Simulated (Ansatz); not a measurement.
C₂H₄BCl (`ClB1CC1`). The species carries charge 0 and has multiplicity 1. The geometry is a stationary point of PBE0-D4/def2-TZVP.

```xyz
8

Cl   -1.557   -1.169   -1.793
B    -0.547   -0.411   -0.630
C     0.195    0.824   -0.166
C     0.236   -0.500    0.662
H     1.116    1.128   -0.655
H    -0.346    1.660    0.268
H     1.183   -1.032    0.696
H    -0.280   -0.500    1.618
```

What is the dipole moment at B3LYP/def2-TZVPP? (Estimate.)

Computed: 0.83 D, with components (0.49, 0.37, 0.56) D in this frame, pointing from negative to positive charge.

And with PBE, r2SCAN, ωB97M-V? (An estimate is asked.)

Computed: PBE 0.82 D, r2SCAN 0.89 D, ωB97M-V 0.80 D.

Give the Mulliken charges with B3LYP, PBE, r2SCAN in def2-TZVPP. (Estimate.)

Computed: 
| atom | B3LYP | PBE | r2SCAN |
| --- | --- | --- | --- |
| Cl1 | -0.10 | -0.08 | -0.09 |
| B2 | 0.18 | 0.14 | 0.18 |
| C3 | -0.24 | -0.22 | -0.19 |
| C4 | -0.24 | -0.22 | -0.19 |
| H5 | 0.10 | 0.10 | 0.07 |
| H6 | 0.10 | 0.10 | 0.07 |
| H7 | 0.10 | 0.10 | 0.07 |
| H8 | 0.10 | 0.10 | 0.07 |

B3LYP here is the variant with VWN-RPA as its local correlation; programs differ in this.
